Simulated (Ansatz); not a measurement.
Level of theory: B3LYP-D3(BJ)/def2-TZVP (Ansatz, a first-principles code). No frequencies were computed at this level.

Ansatz 0.2 input:
```yaml
crystal:
  periodic: [false, false, false]
  atoms:
    - { symbol: C, position_ang: [1.122168, -0.780495, -1.555282] }
    - { symbol: C, position_ang: [0.552801, -0.135778, -0.719355] }
    - { symbol: C, position_ang: [-0.094188, 0.72273, 0.252984] }
    - { symbol: N, position_ang: [-0.88437, 0.039016, 1.118222] }
    - { symbol: O, position_ang: [0.057688, 1.92156, 0.285203] }
    - { symbol: H, position_ang: [1.613772, -1.360291, -2.280597] }
    - { symbol: H, position_ang: [-1.376198, 0.551279, 1.831428] }
    - { symbol: H, position_ang: [-0.991671, -0.958018, 1.067397] }
basis:
  gaussian: { orbitals: def2-tzvp }
hamiltonian:
  xc: b3lyp
  dispersion: d3bj
relax:
  max_steps: 150
```

Output:

```
Functional definition: B3LYP
978 factors; their error is unknown
mean field evaluation 1: about -6688.3507 eV, gradient 7.1e1 eV
mean field evaluation 2: about -6681.5406 eV, gradient 9.3e1 eV
mean field evaluation 4: about -6697.7733 eV, gradient 6.0e0 eV
mean field evaluation 8: about -6697.8373 eV, gradient 3.3e-2 eV
mean field evaluation 16: about -6697.8441 eV, gradient 7.1e-5 eV
mean field -6697.84408469 eV, -246.1412301507 hartree, gradient 3.4e-5 eV, S^2 0.000000; 0 other end points of the search recorded, 0 dependent functions left out
reference -6697.84432349 eV, -246.1412389264 hartree; 18, 18 occupied and 155, 155 virtual orbitals, 978 factors
relax step   1: F+E_penalty+E_count = -6698.08732987 eV  Δ(F+E_penalty+E_count) = +0.000e0 eV  max|allowed force component| = 4.361e-1 eV/Å  Δτ_max = 0.0000 Å  (30 SCF iters, accepted)
these checks for a lower state are left out or cut short: starts, cluster_reference, orbital_swaps, neighbouring_geometries, increment
978 factors; their error is unknown
mean field -6697.85309439 eV, -246.1415612508 hartree, gradient 1.3e-5 eV, S^2 0.000000; 0 other end points of the search recorded, 0 dependent functions left out
reference -6697.85333362 eV, -246.1415700425 hartree; 18, 18 occupied and 155, 155 virtual orbitals, 978 factors
relax step   2: F+E_penalty+E_count = -6698.09566504 eV  Δ(F+E_penalty+E_count) = -8.335e-3 eV  max|allowed force component| = 1.356e-1 eV/Å  Δτ_max = 0.0168 Å  (36 SCF iters, accepted)
these checks for a lower state are left out or cut short: starts, cluster_reference, orbital_swaps, neighbouring_geometries, increment
978 factors; their error is unknown
mean field evaluation 32: about -6697.8547 eV, gradient 1.3e-5 eV
mean field -6697.85467275 eV, -246.1416192547 hartree, gradient 1.3e-5 eV, S^2 0.000000; 0 other end points of the search recorded, 0 dependent functions left out
reference -6697.85491214 eV, -246.1416280521 hartree; 18, 18 occupied and 155, 155 virtual orbitals, 978 factors
relax step   3: F+E_penalty+E_count = -6698.09696108 eV  Δ(F+E_penalty+E_count) = -1.296e-3 eV  max|allowed force component| = 6.984e-2 eV/Å  Δτ_max = 0.0073 Å  (36 SCF iters, accepted)
these checks for a lower state are left out or cut short: starts, cluster_reference, orbital_swaps, neighbouring_geometries, increment
978 factors; their error is unknown
mean field -6697.85456737 eV, -246.1416153818 hartree, gradient 1.3e-5 eV, S^2 0.000000; 0 other end points of the search recorded, 0 dependent functions left out
reference -6697.85480667 eV, -246.1416241761 hartree; 18, 18 occupied and 155, 155 virtual orbitals, 978 factors
relax step   4: F+E_penalty+E_count = -6698.09713154 eV  Δ(F+E_penalty+E_count) = -1.705e-4 eV  max|allowed force component| = 2.112e-1 eV/Å  Δτ_max = 0.0122 Å  (34 SCF iters, accepted)
these checks for a lower state are left out or cut short: starts, cluster_reference, orbital_swaps, neighbouring_geometries, increment
978 factors; their error is unknown
mean field -6697.85520520 eV, -246.1416388217 hartree, gradient 1.3e-5 eV, S^2 0.000000; 0 other end points of the search recorded, 0 dependent functions left out
reference -6697.85544456 eV, -246.1416476181 hartree; 18, 18 occupied and 155, 155 virtual orbitals, 978 factors
relax step   5: F+E_penalty+E_count = -6698.09767557 eV  Δ(F+E_penalty+E_count) = -5.440e-4 eV  max|allowed force component| = 3.710e-2 eV/Å  Δτ_max = 0.0026 Å  (36 SCF iters, accepted)
these checks for a lower state are left out or cut short: starts, cluster_reference, orbital_swaps, neighbouring_geometries, increment
978 factors; their error is unknown
mean field -6697.85522964 eV, -246.1416397201 hartree, gradient 1.3e-5 eV, S^2 0.000000; 0 other end points of the search recorded, 0 dependent functions left out
reference -6697.85546902 eV, -246.1416485170 hartree; 18, 18 occupied and 155, 155 virtual orbitals, 978 factors
relax step   6: F+E_penalty+E_count = -6698.09769309 eV  Δ(F+E_penalty+E_count) = -1.752e-5 eV  max|allowed force component| = 1.974e-2 eV/Å  Δτ_max = 0.0017 Å  (36 SCF iters, accepted)
these checks for a lower state are left out or cut short: starts, cluster_reference, orbital_swaps, neighbouring_geometries, increment
978 factors; their error is unknown
mean field -6697.85524924 eV, -246.1416404402 hartree, gradient 1.3e-5 eV, S^2 0.000000; 0 other end points of the search recorded, 0 dependent functions left out
reference -6697.85548863 eV, -246.1416492376 hartree; 18, 18 occupied and 155, 155 virtual orbitals, 978 factors
relax step   7: F+E_penalty+E_count = -6698.09770698 eV  Δ(F+E_penalty+E_count) = -1.389e-5 eV  max|allowed force component| = 1.933e-2 eV/Å  Δτ_max = 0.0018 Å  (36 SCF iters, accepted)
these checks for a lower state are left out or cut short: starts, cluster_reference, orbital_swaps, neighbouring_geometries, increment
978 factors; their error is unknown
mean field evaluation 64: about -6697.8553 eV, gradient 2.1e-4 eV
mean field -6697.85525511 eV, -246.1416406559 hartree, gradient 1.3e-5 eV, S^2 0.000000; 0 other end points of the search recorded, 0 dependent functions left out
reference -6697.85549450 eV, -246.1416494532 hartree; 18, 18 occupied and 155, 155 virtual orbitals, 978 factors
relax step   8: F+E_penalty+E_count = -6698.09771478 eV  Δ(F+E_penalty+E_count) = -7.800e-6 eV  max|allowed force component| = 3.007e-3 eV/Å  Δτ_max = 0.0006 Å  (35 SCF iters, accepted)
978 factors; their error is unknown
mean field -6697.85525511 eV, -246.1416406559 hartree, gradient 1.3e-5 eV, S^2 0.000000; 1 other end points of the search recorded, 0 dependent functions left out
reference -6697.85549450 eV, -246.1416494532 hartree; 18, 18 occupied and 155, 155 virtual orbitals, 978 factors
Total energy: -6698.09795416 eV, -246.1505596817 hartree
Atom 0 at     1.122075    -0.790123    -1.556709 Å, force    -0.002204     0.001300     0.003007 eV/Å
Atom 1 at     0.562042    -0.125777    -0.729633 Å, force     0.000640    -0.001620    -0.001637 eV/Å
Atom 2 at    -0.098758     0.720718     0.258018 Å, force     0.001363    -0.000491    -0.000360 eV/Å
Atom 3 at    -0.891961     0.038590     1.126639 Å, force    -0.000002     0.000048     0.000281 eV/Å
Atom 4 at     0.057264     1.924632     0.286759 Å, force    -0.000169    -0.000162    -0.000466 eV/Å
Atom 5 at     1.625010    -1.365619    -2.295543 Å, force     0.000660     0.000720    -0.000658 eV/Å
Atom 6 at    -1.380224     0.556425     1.837938 Å, force    -0.000179     0.000227     0.000024 eV/Å
Atom 7 at    -0.995446    -0.958841     1.072531 Å, force    -0.000110    -0.000021    -0.000192 eV/Å
Dipole moment:    -0.220165    -0.775784     0.132854 e Å
```

Cost: around 30 core-seconds (rough).
